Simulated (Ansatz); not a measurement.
Calculation: Ansatz (a program for electronic structure) with PBE0-D4/def2-TZVP. No frequencies were computed at this level.

Ansatz 0.2 input:
```yaml
crystal:
  periodic: [false, false, false]
  atoms:
    - { symbol: C, position_ang: [1.842169, -0.097523, -0.292061] }
    - { symbol: C, position_ang: [0.618591, 0.193723, 0.019981] }
    - { symbol: C, position_ang: [-0.615534, 0.49783, 0.308143] }
    - { symbol: N, position_ang: [-1.750505, -0.201294, -0.124376] }
    - { symbol: H, position_ang: [2.297909, 0.247263, -1.209692] }
    - { symbol: H, position_ang: [2.474587, -0.686304, 0.357407] }
    - { symbol: H, position_ang: [-0.836593, 1.397268, 0.869862] }
    - { symbol: H, position_ang: [-2.493651, -0.231146, 0.55936] }
    - { symbol: H, position_ang: [-1.536975, -1.119818, -0.488622] }
basis:
  gaussian: { orbitals: def2-tzvp }
hamiltonian:
  xc: pbe0
  dispersion: d4
relax:
  max_steps: 150
```

Output:

```
Functional definition: PBE0
915 factors; their error is unknown
mean field evaluation 1: about -4668.9426 eV, gradient 5.9e1 eV
mean field evaluation 2: about -4667.3361 eV, gradient 6.4e1 eV
mean field evaluation 4: about -4676.6472 eV, gradient 3.8e0 eV
mean field evaluation 8: about -4676.6802 eV, gradient 3.8e-2 eV
mean field evaluation 16: about -4676.6804 eV, gradient 8.3e-5 eV
mean field -4676.68041781 eV, -171.8648353868 hartree, gradient 2.4e-5 eV, S^2 0.000000; 0 other end points of the search recorded, 0 dependent functions left out
reference -4676.68044546 eV, -171.8648364029 hartree; 15, 15 occupied and 139, 139 virtual orbitals, 915 factors
relax step   1: F+E_penalty+E_count = -4676.78821307 eV  Δ(F+E_penalty+E_count) = +0.000e0 eV  max|allowed force component| = 3.484e-1 eV/Å  Δτ_max = 0.0000 Å  (29 SCF iters, accepted)
these checks for a lower state are left out or cut short: starts, cluster_reference, orbital_swaps, neighbouring_geometries, increment
915 factors; their error is unknown
mean field -4676.65577370 eV, -171.8639297324 hartree, gradient 9.0e-6 eV, S^2 0.000000; 0 other end points of the search recorded, 0 dependent functions left out
reference -4676.65580152 eV, -171.8639307546 hartree; 15, 15 occupied and 139, 139 virtual orbitals, 915 factors
relax step   2: F+E_penalty+E_count = -4676.76342657 eV  Δ(F+E_penalty+E_count) = +2.479e-2 eV  max|allowed force component| = 6.487e-1 eV/Å  Δτ_max = 0.0608 Å  (32 SCF iters, rejected (line search))
these checks for a lower state are left out or cut short: starts, cluster_reference, orbital_swaps, neighbouring_geometries, increment
915 factors; their error is unknown
mean field evaluation 32: about -4676.6801 eV, gradient 9.0e-6 eV
mean field -4676.68012062 eV, -171.8648244651 hartree, gradient 9.0e-6 eV, S^2 0.000000; 0 other end points of the search recorded, 0 dependent functions left out
reference -4676.68014836 eV, -171.8648254847 hartree; 15, 15 occupied and 139, 139 virtual orbitals, 915 factors
relax step   3: F+E_penalty+E_count = -4676.78780142 eV  Δ(F+E_penalty+E_count) = +4.117e-4 eV  max|allowed force component| = 2.490e-1 eV/Å  Δτ_max = 0.0296 Å  (33 SCF iters, rejected (line search))
these checks for a lower state are left out or cut short: starts, cluster_reference, orbital_swaps, neighbouring_geometries, increment
915 factors; their error is unknown
mean field -4676.68644306 eV, -171.8650568104 hartree, gradient 9.6e-6 eV, S^2 0.000000; 0 other end points of the search recorded, 0 dependent functions left out
reference -4676.68647075 eV, -171.8650578281 hartree; 15, 15 occupied and 139, 139 virtual orbitals, 915 factors
relax step   4: F+E_penalty+E_count = -4676.79403659 eV  Δ(F+E_penalty+E_count) = -5.824e-3 eV  max|allowed force component| = 4.964e-2 eV/Å  Δτ_max = 0.0148 Å  (33 SCF iters, accepted)
these checks for a lower state are left out or cut short: starts, cluster_reference, orbital_swaps, neighbouring_geometries, increment
915 factors; their error is unknown
mean field -4676.68563986 eV, -171.8650272933 hartree, gradient 9.7e-6 eV, S^2 0.000000; 0 other end points of the search recorded, 0 dependent functions left out
reference -4676.68566758 eV, -171.8650283122 hartree; 15, 15 occupied and 139, 139 virtual orbitals, 915 factors
relax step   5: F+E_penalty+E_count = -4676.79315599 eV  Δ(F+E_penalty+E_count) = +8.806e-4 eV  max|allowed force component| = 7.435e-2 eV/Å  Δτ_max = 0.0301 Å  (32 SCF iters, rejected (line search))
these checks for a lower state are left out or cut short: starts, cluster_reference, orbital_swaps, neighbouring_geometries, increment
915 factors; their error is unknown
mean field -4676.68723961 eV, -171.8650860830 hartree, gradient 9.6e-6 eV, S^2 0.000000; 0 other end points of the search recorded, 0 dependent functions left out
reference -4676.68726731 eV, -171.8650871012 hartree; 15, 15 occupied and 139, 139 virtual orbitals, 915 factors
relax step   6: F+E_penalty+E_count = -4676.79475839 eV  Δ(F+E_penalty+E_count) = -7.218e-4 eV  max|allowed force component| = 1.716e-2 eV/Å  Δτ_max = 0.0150 Å  (32 SCF iters, accepted)
these checks for a lower state are left out or cut short: starts, cluster_reference, orbital_swaps, neighbouring_geometries, increment
915 factors; their error is unknown
mean field -4676.68731227 eV, -171.8650887535 hartree, gradient 9.5e-6 eV, S^2 0.000000; 0 other end points of the search recorded, 0 dependent functions left out
reference -4676.68733998 eV, -171.8650897716 hartree; 15, 15 occupied and 139, 139 virtual orbitals, 915 factors
relax step   7: F+E_penalty+E_count = -4676.79478407 eV  Δ(F+E_penalty+E_count) = -2.568e-5 eV  max|allowed force component| = 2.351e-2 eV/Å  Δτ_max = 0.0063 Å  (33 SCF iters, accepted)
these checks for a lower state are left out or cut short: starts, cluster_reference, orbital_swaps, neighbouring_geometries, increment
915 factors; their error is unknown
mean field evaluation 64: about -4676.6873 eV, gradient 2.3e-4 eV
mean field -4676.68734119 eV, -171.8650898161 hartree, gradient 9.6e-6 eV, S^2 0.000000; 0 other end points of the search recorded, 0 dependent functions left out
reference -4676.68736890 eV, -171.8650908345 hartree; 15, 15 occupied and 139, 139 virtual orbitals, 915 factors
relax step   8: F+E_penalty+E_count = -4676.79482038 eV  Δ(F+E_penalty+E_count) = -3.631e-5 eV  max|allowed force component| = 7.068e-3 eV/Å  Δτ_max = 0.0026 Å  (33 SCF iters, accepted)
915 factors; their error is unknown
mean field -4676.68734119 eV, -171.8650898161 hartree, gradient 9.6e-6 eV, S^2 0.000000; 1 other end points of the search recorded, 0 dependent functions left out
reference -4676.68736890 eV, -171.8650908345 hartree; 15, 15 occupied and 139, 139 virtual orbitals, 915 factors
Total energy: -4676.79484809 eV, -171.8690406220 hartree
Atom 0 at     1.854811    -0.091316    -0.287378 Å, force    -0.003264     0.001617     0.001444 eV/Å
Atom 1 at     0.619293     0.178652     0.020506 Å, force     0.002380     0.000875     0.000413 eV/Å
Atom 2 at    -0.620598     0.485065     0.298343 Å, force    -0.003463    -0.007068    -0.005221 eV/Å
Atom 3 at    -1.763860    -0.198012    -0.129262 Å, force     0.001729     0.005252     0.003006 eV/Å
Atom 4 at     2.304989     0.266201    -1.211097 Å, force     0.000236    -0.000076    -0.001185 eV/Å
Atom 5 at     2.491347    -0.684419     0.365378 Å, force     0.000346    -0.000659     0.000905 eV/Å
Atom 6 at    -0.820804     1.393021     0.861691 Å, force    -0.000754    -0.001881    -0.000538 eV/Å
Atom 7 at    -2.494509    -0.226449     0.565983 Å, force     0.000793     0.000312     0.000640 eV/Å
Atom 8 at    -1.570670    -1.122744    -0.484162 Å, force     0.001996     0.001628     0.000535 eV/Å
Dipole moment:    -0.174712    -0.167623     0.165819 e Å
```

Cost: about 40 core-seconds (a rough figure).
